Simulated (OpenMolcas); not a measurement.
**Ag+: effect of the active space**

```yaml
Program: OpenMolcas
Method: SS-CASPT2 or its RAS form, IPEA 0.25 Eh, imaginary shift 0.1 Eh
Basis: ANO-RCC-VTZP
Scalar_Hamiltonian: DKH2, point nucleus
Spin-orbit_coupling: RASSI with atomic mean-field integrals over the reference wave functions, term energies averaged over their components
```

A. 10 electrons in 6 orbitals (4d 5s); 2S+1 = 3 even, 5 roots; 2S+1 = 1 even, 6 roots; closed shells correlated: 4s 4p; CASPT2 step about 2.6 core-seconds
B. 10 electrons in 9 orbitals (RAS2 4d 5s; RAS3 5p, at most 2 electrons); 2S+1 = 1 even, 6 roots; 2S+1 = 3 even, 5 roots kept (CI in the orbitals of an earlier block); closed shells correlated: 4s 4p; CASPT2 step of the order of 8 core-seconds

Energies in cm-1 above 4d10 1S0, the measured ground level; measured values from NIST Handbook of Basic Atomic Spectroscopic Data.

```csv
Level,A,B,Measured
4d10 1S0,0.0,0.0,0.0
4d9 5s 3D3,37412,37559,39168
4d9 5s 3D2 [75 %],38801,38994,40745
4d9 5s 3D1,41766,41855,43743
4d9 5s 1D2 [75 %],43689,44012,46049
```

Deviations, from unrounded energies. A percentage is the sum of absolute deviations over the sum of measured energies, with the sign that they share, or ± where signs differ.

```tsv
Against measurement	Levels	A	B
mean absolute deviation (cm-1)	4	2000	1800
other configurations (%)	4	-4.7	-4.3
```

B lies closest to measurement on these levels. The largest miss of B in the table is 4d9 5s 1D2 [75 %], by -2000 cm-1. The ranking rests on the paired levels alone, and a cruder setting can come out closer through cancelling errors.

Between A and B the level of the table that moves most is 4d9 5s 1D2 [75 %], by 320 cm-1 (lowest in A, highest in B).

A single d shell beside an s shell can misplace configurations of different d count against each other. Terms from blocks run as CI alone lack orbitals of their own (holds for B). Computed and measured levels are paired by configuration, term and J; levels that our copy of the source lacks, or whose pairing is in doubt (as where it misses far off the trend of its configuration), stay unpaired and out of the deviations. Only configurations of the active space appear.

A share in square brackets marks a mixed level and gives the weight of the term that names it, the lowest over the columns.
